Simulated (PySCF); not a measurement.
B(CF3)(Cl)(F) (CBClF4), SMILES FC(F)(F)B(Cl)F. Atoms are numbered in the order given.

```xyz
7

B      0.0984     0.0392     0.7352
C      0.2344    -0.3681    -0.8238
F     -0.6352     0.2609    -1.6202
F      0.0432    -1.6919    -0.9705
F      1.4747    -0.0816    -1.2616
Cl    -1.0578     1.2109     1.2741
F      0.9045    -0.5511     1.5864
```

Geometry: ωB97X-D3(BJ)/def2-SVP. This is a generated structure with no PubChem entry under its InChIKey; it may be hypothetical.

All values below come from ωB97X-D3(BJ)/def2-SVP run with PySCF 2.14.0.

Frequencies are harmonic and unscaled.

A small imaginary wavenumber (i) marks a very flat motion, where grid noise or a shallow saddle decides the sign.

Computed vibrational spectrum:
```
mode  ν (cm⁻¹)  IR (km/mol)  moving atoms (share of kinetic energy)
----  --------  -----------  --------------------------------------
1          20i          0.1                         F 79 %, Cl 20 %
2          159          2.3                         F 62 %, Cl 31 %
3          183          5.2                                  F 87 %
4          274          0.9                         F 78 %, Cl 17 %
5          361          1.0                         F 76 %, Cl 19 %
6          491         11.7                 F 57 %, Cl 29 %, B 14 %
7          504         11.2                          F 78 %, B 19 %
8          556          3.1                           F 88 %, C 9 %
9          639         15.5                          B 66 %, F 29 %
10         744         36.7                          F 79 %, C 13 %
11        1012        315.6                   B 60 %, F 25 %, C 9 %
12        1189        267.1                          C 72 %, F 28 %
13        1240        210.2                          C 75 %, F 24 %
14        1338        289.2                  B 46 %, C 32 %, F 22 %
15        1457        104.5                  B 48 %, C 34 %, F 18 %
```
